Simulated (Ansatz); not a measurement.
Ansatz (an electronic-structure program) input (B3LYP/6-31G*):

Ansatz 0.2 input:
```yaml
crystal:
  periodic: [false, false, false]
  atoms:
    - {symbol: C, position_ang: [-2.19443100, 0.28753400, 0.29471900]}
    - {symbol: C, position_ang: [-1.17691100, -0.02544700, -0.52064600]}
    - {symbol: C, position_ang: [-0.06493400, -0.82036600, 0.12327600]}
    - {symbol: Si, position_ang: [1.44153400, 0.25876900, -0.07809400]}
    - {symbol: H, position_ang: [-3.04574100, 0.89186900, -0.02745600]}
    - {symbol: H, position_ang: [-2.25642300, -0.04532000, 1.35375900]}
    - {symbol: H, position_ang: [-0.21453800, -1.11194800, 1.19278200]}
    - {symbol: H, position_ang: [0.14993900, -1.74170100, -0.43712000]}
    - {symbol: H, position_ang: [1.87413600, 0.41262900, -1.49397100]}
    - {symbol: H, position_ang: [1.27385100, 1.62243200, 0.49199000]}
    - {symbol: H, position_ang: [2.65495000, -0.30105500, 0.62923900]}
basis:
  gaussian:
    orbitals: 6-31G*
hamiltonian:
  xc: {name: B3LYP}
total_charge: -1
relax: {f_tol: 0.003, max_steps: 120}
```

Output:

```
Functional definition: B3LYP
integrals: 0.03 GiB planned
905 factors; integrals over basis functions are off by at most 7.0e-4 eV
mean field: 0.27 GiB planned
mean field evaluation 1: about -11096.9495 eV, gradient 3.5e1 eV
mean field evaluation 2: about -11093.2705 eV, gradient 4.9e1 eV
mean field evaluation 4: about -11100.2162 eV, gradient 4.2e0 eV
mean field evaluation 8: about -11100.2721 eV, gradient 4.3e-2 eV
mean field evaluation 16: about -11100.2721 eV, gradient 4.3e-5 eV
mean field -11100.27209056 eV, -407.9274752934 hartree, gradient 4.3e-5 eV, S^2 0.000000; 0 other end points of the search recorded, 0 dependent functions left out
the calculation of the forces begins
reference -11100.27235298 eV, -407.9274849373 hartree; 20, 20 occupied and 58, 58 virtual orbitals, 905 factors
relax step   1: F+E_penalty+E_count = -11100.27209056 eV  Δ(F+E_penalty+E_count) = +0.000e0 eV  max|allowed force component| = 5.334e-1 eV/Å  Δτ_max = 0.0000 Å  (25 SCF iters, accepted)
these checks for a lower state are left out or cut short: starts, cluster_reference, orbital_swaps, neighbouring_geometries, increment
integrals: 0.03 GiB planned
905 factors; integrals over basis functions are off by at most 7.1e-4 eV
mean field: 0.27 GiB planned
mean field -11100.29481673 eV, -407.9283104649 hartree, gradient 1.5e-5 eV, S^2 0.000000; 0 other end points of the search recorded, 0 dependent functions left out
the calculation of the forces begins
reference -11100.29507956 eV, -407.9283201237 hartree; 20, 20 occupied and 58, 58 virtual orbitals, 905 factors
relax step   2: F+E_penalty+E_count = -11100.29481673 eV  Δ(F+E_penalty+E_count) = -2.273e-2 eV  max|allowed force component| = 1.624e-1 eV/Å  Δτ_max = 0.0646 Å  (29 SCF iters, accepted)
these checks for a lower state are left out or cut short: starts, cluster_reference, orbital_swaps, neighbouring_geometries, increment
integrals: 0.03 GiB planned
905 factors; integrals over basis functions are off by at most 7.2e-4 eV
mean field: 0.27 GiB planned
mean field -11100.29519560 eV, -407.9283243882 hartree, gradient 9.8e-6 eV, S^2 0.000000; 0 other end points of the search recorded, 0 dependent functions left out
the calculation of the forces begins
reference -11100.29545865 eV, -407.9283340550 hartree; 20, 20 occupied and 58, 58 virtual orbitals, 905 factors
relax step   3: F+E_penalty+E_count = -11100.29519560 eV  Δ(F+E_penalty+E_count) = -3.789e-4 eV  max|allowed force component| = 3.260e-1 eV/Å  Δτ_max = 0.0668 Å  (29 SCF iters, accepted)
these checks for a lower state are left out or cut short: starts, cluster_reference, orbital_swaps, neighbouring_geometries, increment
integrals: 0.03 GiB planned
905 factors; integrals over basis functions are off by at most 7.2e-4 eV
mean field: 0.27 GiB planned
mean field evaluation 32: about -11100.2735 eV, gradient 2.2e-1 eV
mean field -11100.28701435 eV, -407.9280237325 hartree, gradient 1.4e-5 eV, S^2 0.000000; 0 other end points of the search recorded, 0 dependent functions left out
the calculation of the forces begins
reference -11100.28727692 eV, -407.9280333817 hartree; 20, 20 occupied and 58, 58 virtual orbitals, 905 factors
relax step   4: F+E_penalty+E_count = -11100.28701435 eV  Δ(F+E_penalty+E_count) = +8.181e-3 eV  max|allowed force component| = 3.847e-1 eV/Å  Δτ_max = 0.2000 Å  (28 SCF iters, rejected (line search))
these checks for a lower state are left out or cut short: starts, cluster_reference, orbital_swaps, neighbouring_geometries, increment
integrals: 0.03 GiB planned
905 factors; integrals over basis functions are off by at most 7.2e-4 eV
mean field: 0.27 GiB planned
mean field -11100.30869491 eV, -407.9288204783 hartree, gradient 1.2e-5 eV, S^2 0.000000; 0 other end points of the search recorded, 0 dependent functions left out
the calculation of the forces begins
reference -11100.30895746 eV, -407.9288301269 hartree; 20, 20 occupied and 58, 58 virtual orbitals, 905 factors
relax step   5: F+E_penalty+E_count = -11100.30869491 eV  Δ(F+E_penalty+E_count) = -1.350e-2 eV  max|allowed force component| = 2.280e-1 eV/Å  Δτ_max = 0.0996 Å  (30 SCF iters, accepted)
these checks for a lower state are left out or cut short: starts, cluster_reference, orbital_swaps, neighbouring_geometries, increment
integrals: 0.03 GiB planned
905 factors; integrals over basis functions are off by at most 7.2e-4 eV
mean field: 0.27 GiB planned
mean field -11100.31231724 eV, -407.9289535965 hartree, gradient 8.4e-5 eV, S^2 0.000000; 0 other end points of the search recorded, 0 dependent functions left out
the calculation of the forces begins
reference -11100.31257942 eV, -407.9289632315 hartree; 20, 20 occupied and 58, 58 virtual orbitals, 905 factors
relax step   6: F+E_penalty+E_count = -11100.31231724 eV  Δ(F+E_penalty+E_count) = -3.622e-3 eV  max|allowed force component| = 1.252e-1 eV/Å  Δτ_max = 0.0334 Å  (27 SCF iters, accepted)
these checks for a lower state are left out or cut short: starts, cluster_reference, orbital_swaps, neighbouring_geometries, increment
integrals: 0.03 GiB planned
905 factors; integrals over basis functions are off by at most 7.2e-4 eV
mean field: 0.27 GiB planned
mean field -11100.31387849 eV, -407.9290109716 hartree, gradient 8.5e-5 eV, S^2 0.000000; 0 other end points of the search recorded, 0 dependent functions left out
the calculation of the forces begins
[...]
integrals: 0.03 GiB planned
905 factors; integrals over basis functions are off by at most 7.2e-4 eV
mean field: 0.27 GiB planned
mean field -11100.31231724 eV, -407.9289535965 hartree, gradient 8.4e-5 eV, S^2 0.000000; 0 other end points of the search recorded, 0 dependent functions left out
the calculation of the forces begins
reference -11100.31257942 eV, -407.9289632315 hartree; 20, 20 occupied and 58, 58 virtual orbitals, 905 factors
relax step   6: F+E_penalty+E_count = -11100.31231724 eV  Δ(F+E_penalty+E_count) = -3.622e-3 eV  max|allowed force component| = 1.252e-1 eV/Å  Δτ_max = 0.0334 Å  (27 SCF iters, accepted)
these checks for a lower state are left out or cut short: starts, cluster_reference, orbital_swaps, neighbouring_geometries, increment
integrals: 0.03 GiB planned
905 factors; integrals over basis functions are off by at most 7.2e-4 eV
mean field: 0.27 GiB planned
mean field -11100.31387849 eV, -407.9290109716 hartree, gradient 8.5e-5 eV, S^2 0.000000; 0 other end points of the search recorded, 0 dependent functions left out
the calculation of the forces begins
reference -11100.31414031 eV, -407.9290205930 hartree; 20, 20 occupied and 58, 58 virtual orbitals, 905 factors
relax step   7: F+E_penalty+E_count = -11100.31387849 eV  Δ(F+E_penalty+E_count) = -1.561e-3 eV  max|allowed force component| = 8.693e-2 eV/Å  Δτ_max = 0.0164 Å  (26 SCF iters, accepted)
these checks for a lower state are left out or cut short: starts, cluster_reference, orbital_swaps, neighbouring_geometries, increment
integrals: 0.03 GiB planned
905 factors; integrals over basis functions are off by at most 7.2e-4 eV
mean field: 0.27 GiB planned
mean field -11100.31511721 eV, -407.9290564936 hartree, gradient 8.9e-5 eV, S^2 0.000000; 0 other end points of the search recorded, 0 dependent functions left out
the calculation of the forces begins
reference -11100.31537867 eV, -407.9290661023 hartree; 20, 20 occupied and 58, 58 virtual orbitals, 905 factors
relax step   8: F+E_penalty+E_count = -11100.31511721 eV  Δ(F+E_penalty+E_count) = -1.239e-3 eV  max|allowed force component| = 7.513e-2 eV/Å  Δτ_max = 0.0307 Å  (26 SCF iters, accepted)
these checks for a lower state are left out or cut short: starts, cluster_reference, orbital_swaps, neighbouring_geometries, increment
integrals: 0.03 GiB planned
905 factors; integrals over basis functions are off by at most 7.2e-4 eV
mean field: 0.27 GiB planned
mean field evaluation 64: about -11100.3155 eV, gradient 2.5e-5 eV
mean field -11100.31546377 eV, -407.9290692294 hartree, gradient 2.5e-5 eV, S^2 0.000000; 0 other end points of the search recorded, 0 dependent functions left out
the calculation of the forces begins
reference -11100.31572507 eV, -407.9290788320 hartree; 20, 20 occupied and 58, 58 virtual orbitals, 905 factors
relax step   9: F+E_penalty+E_count = -11100.31546377 eV  Δ(F+E_penalty+E_count) = -3.466e-4 eV  max|allowed force component| = 1.637e-2 eV/Å  Δτ_max = 0.0110 Å  (24 SCF iters, accepted)
these checks for a lower state are left out or cut short: starts, cluster_reference, orbital_swaps, neighbouring_geometries, increment
integrals: 0.03 GiB planned
905 factors; integrals over basis functions are off by at most 7.2e-4 eV
mean field: 0.27 GiB planned
mean field -11100.31556120 eV, -407.9290728101 hartree, gradient 1.1e-5 eV, S^2 0.000000; 0 other end points of the search recorded, 0 dependent functions left out
the calculation of the forces begins
reference -11100.31582247 eV, -407.9290824113 hartree; 20, 20 occupied and 58, 58 virtual orbitals, 905 factors
relax step  10: F+E_penalty+E_count = -11100.31556120 eV  Δ(F+E_penalty+E_count) = -9.743e-5 eV  max|allowed force component| = 1.214e-2 eV/Å  Δτ_max = 0.0052 Å  (23 SCF iters, accepted)
these checks for a lower state are left out or cut short: starts, cluster_reference, orbital_swaps, neighbouring_geometries, increment
integrals: 0.03 GiB planned
905 factors; integrals over basis functions are off by at most 7.2e-4 eV
mean field: 0.27 GiB planned
mean field -11100.31561983 eV, -407.9290749647 hartree, gradient 2.5e-5 eV, S^2 0.000000; 0 other end points of the search recorded, 0 dependent functions left out
the calculation of the forces begins
reference -11100.31588103 eV, -407.9290845634 hartree; 20, 20 occupied and 58, 58 virtual orbitals, 905 factors
relax step  11: F+E_penalty+E_count = -11100.31561983 eV  Δ(F+E_penalty+E_count) = -5.863e-5 eV  max|allowed force component| = 1.199e-2 eV/Å  Δτ_max = 0.0074 Å  (24 SCF iters, accepted)
these checks for a lower state are left out or cut short: starts, cluster_reference, orbital_swaps, neighbouring_geometries, increment
integrals: 0.03 GiB planned
905 factors; integrals over basis functions are off by at most 7.2e-4 eV
mean field: 0.27 GiB planned
mean field -11100.31560658 eV, -407.9290744776 hartree, gradient 1.6e-5 eV, S^2 0.000000; 0 other end points of the search recorded, 0 dependent functions left out
the calculation of the forces begins
reference -11100.31586782 eV, -407.9290840781 hartree; 20, 20 occupied and 58, 58 virtual orbitals, 905 factors
relax step  12: F+E_penalty+E_count = -11100.31560658 eV  Δ(F+E_penalty+E_count) = +1.325e-5 eV  max|allowed force component| = 8.103e-3 eV/Å  Δτ_max = 0.0058 Å  (22 SCF iters, rejected (line search))
these checks for a lower state are left out or cut short: starts, cluster_reference, orbital_swaps, neighbouring_geometries, increment
integrals: 0.03 GiB planned
905 factors; integrals over basis functions are off by at most 7.2e-4 eV
mean field: 0.27 GiB planned
mean field -11100.31564157 eV, -407.9290757635 hartree, gradient 7.7e-5 eV, S^2 0.000000; 0 other end points of the search recorded, 0 dependent functions left out
the calculation of the forces begins
reference -11100.31590275 eV, -407.9290853617 hartree; 20, 20 occupied and 58, 58 virtual orbitals, 905 factors
relax step  13: F+E_penalty+E_count = -11100.31564157 eV  Δ(F+E_penalty+E_count) = -2.174e-5 eV  max|allowed force component| = 3.850e-3 eV/Å  Δτ_max = 0.0028 Å  (21 SCF iters, accepted)
these checks for a lower state are left out or cut short: starts, cluster_reference, orbital_swaps, neighbouring_geometries, increment
integrals: 0.03 GiB planned
905 factors; integrals over basis functions are off by at most 7.2e-4 eV
mean field: 0.27 GiB planned
mean field -11100.31565467 eV, -407.9290762449 hartree, gradient 1.5e-5 eV, S^2 0.000000; 0 other end points of the search recorded, 0 dependent functions left out
the calculation of the forces begins
reference -11100.31591577 eV, -407.9290858401 hartree; 20, 20 occupied and 58, 58 virtual orbitals, 905 factors
relax step  14: F+E_penalty+E_count = -11100.31565467 eV  Δ(F+E_penalty+E_count) = -1.310e-5 eV  max|allowed force component| = 5.170e-3 eV/Å  Δτ_max = 0.0056 Å  (24 SCF iters, accepted)
these checks for a lower state are left out or cut short: starts, cluster_reference, orbital_swaps, neighbouring_geometries, increment
integrals: 0.03 GiB planned
905 factors; integrals over basis functions are off by at most 7.2e-4 eV
mean field: 0.27 GiB planned
mean field evaluation 96: about -11100.3157 eV, gradient 2.6e-5 eV
mean field -11100.31565500 eV, -407.9290762570 hartree, gradient 3.1e-5 eV, S^2 0.000000; 0 other end points of the search recorded, 0 dependent functions left out
the calculation of the forces begins
reference -11100.31591608 eV, -407.9290858516 hartree; 20, 20 occupied and 58, 58 virtual orbitals, 905 factors
relax step  15: F+E_penalty+E_count = -11100.31565500 eV  Δ(F+E_penalty+E_count) = -3.292e-7 eV  max|allowed force component| = 2.623e-3 eV/Å  Δτ_max = 0.0012 Å  (19 SCF iters, accepted)
integrals: 0.03 GiB planned
905 factors; integrals over basis functions are off by at most 7.2e-4 eV
mean field: 0.27 GiB planned
mean field -11100.31565500 eV, -407.9290762570 hartree, gradient 3.1e-5 eV, S^2 0.000000; 1 other end points of the search recorded, 0 dependent functions left out
the calculation of the forces begins
reference -11100.31591608 eV, -407.9290858516 hartree; 20, 20 occupied and 58, 58 virtual orbitals, 905 factors
Total energy: -11100.31591608 eV, -407.9290858516 hartree
Atom 0 at    -2.161029     0.316837     0.292157 Å, force    -0.001367     0.001012    -0.001396 eV/Å
Atom 1 at    -1.028989     0.085418    -0.395711 Å, force     0.001075     0.000957    -0.000806 eV/Å
Atom 2 at    -0.041615    -0.891060     0.223024 Å, force     0.000748    -0.001537     0.002052 eV/Å
Atom 3 at     1.382330     0.276081    -0.102641 Å, force    -0.000810     0.001720     0.002623 eV/Å
Atom 4 at    -2.912749     1.051658    -0.030050 Å, force     0.000516    -0.000662     0.000339 eV/Å
Atom 5 at    -2.443253    -0.207691     1.233144 Å, force     0.000357    -0.000363     0.001323 eV/Å
Atom 6 at    -0.211347    -1.275647     1.259221 Å, force     0.000428     0.000804    -0.002063 eV/Å
Atom 7 at     0.128888    -1.765692    -0.429966 Å, force    -0.000125    -0.000212    -0.000381 eV/Å
Atom 8 at     1.808580     0.343895    -1.534498 Å, force     0.000134    -0.000794     0.000563 eV/Å
Atom 9 at     1.224179     1.658200     0.436994 Å, force    -0.001008     0.000462    -0.000903 eV/Å
Atom 10 at     2.696437    -0.164602     0.576804 Å, force     0.000053    -0.001387    -0.001351 eV/Å
Dipole moment:     0.398989    -0.262834     0.210765 e Å
```

The dipole moment of an ion depends on the origin.

The geometry given is a B3LYP-D3(BJ)/def2-TZVP minimum.
